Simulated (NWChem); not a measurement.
Molecule: C₂H₈BN; SMILES CCBN

```xyz
12

B     -0.3846     0.7027    -0.2865
H     -1.5035     0.6776    -0.7632
C      0.5046    -0.6019    -0.2651
C     -0.2225    -1.8447     0.2482
H      1.4410    -0.4439     0.3002
H      0.8187    -0.7801    -1.3124
H     -1.1355    -2.0428    -0.3356
H     -0.5333    -1.7280     1.2992
H      0.4066    -2.7477     0.1942
N      0.0652     1.9235     0.2123
H     -0.4864     2.7704     0.1835
H      0.9777     2.0473     0.6334
```
Atoms are numbered in this order, from 1.

Program: NWChem. Geometry: optimised at PBE0/def2-SVP. Vzz is the largest principal value of the second derivative of the potential at the nucleus (NWChem prints the opposite sign); η is the asymmetry. Non-relativistic.

| level | Vzz B1 (a.u.) | η B1 | Vzz N10 (a.u.) | η N10 |
|---|---|---|---|---|
| CAM-B3LYP/def2-TZVP | 0.452 | 0.16 | -0.553 | 0.83 |
| CAM-B3LYP/def2-SVP | 0.401 | 0.19 | -0.614 | 0.71 |
| Hartree-Fock/def2-TZVP | 0.465 | 0.16 | -0.606 | 0.80 |
| Hartree-Fock/def2-SVP | … | 0.19 | … | 0.70 |

Q: Complete the blanks.

A: 
- Hartree-Fock/def2-SVP, Vzz B1 (a.u.): 0.434
- Hartree-Fock/def2-SVP, Vzz N10 (a.u.): -0.679
